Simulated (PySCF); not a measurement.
AlClFH3OSi. Atoms are numbered in the order given.

```xyz
8

Al    -0.0683     0.5264     0.5313
Cl     1.2674     1.9885    -0.1092
F     -0.9153     0.8001     1.9260
O     -0.2944    -0.8937    -0.3246
Si    -0.5771    -2.3176    -1.1211
H     -1.8762    -2.8998    -0.6796
H      0.5187    -3.2829    -0.8228
H     -0.6284    -2.0697    -2.5898
```
Charge 0, spin multiplicity 1.

Coordinates come from a B3LYP-D3(BJ)/def2-SVP optimisation. The structure was generated by enumeration; whether it is a known compound was not checked. The values are those of a single conformer.

Computed with TDA-PBE/def2-SVPD run with PySCF.

Vertical excitations. 

```
state  energy (eV)  λ (nm)      f                            main pairs
-----  -----------  ------  -----  ------------------------------------
S1            5.50     226  0.004                       HOMO→LUMO 100 %
S2            5.62     221  0.003                     HOMO−1→LUMO 100 %
S3            6.20     200  0.019                      HOMO−2→LUMO 99 %
S4            6.39     194  0.029                      HOMO−3→LUMO 99 %
S5            6.52     190  0.002                     HOMO→LUMO+1 100 %
S6            6.84     181  0.077                    HOMO−1→LUMO+1 96 %
S7            7.22     172  0.000                   HOMO−2→LUMO+1 100 %
S8            7.35     169  0.000                      HOMO→LUMO+2 93 %
S9            7.39     168  0.018                      HOMO−4→LUMO 90 %
S10           7.48     166  0.002  HOMO−5→LUMO 62 %, HOMO−1→LUMO+2 37 %
T1            5.33     232      0                       HOMO→LUMO 100 %
T2            5.45     227      0                     HOMO−1→LUMO 100 %
T3            6.00     207      0                     HOMO−2→LUMO 100 %
T4            6.12     203      0                      HOMO−3→LUMO 99 %
```
Triplets are in the Tamm–Dancoff approximation.
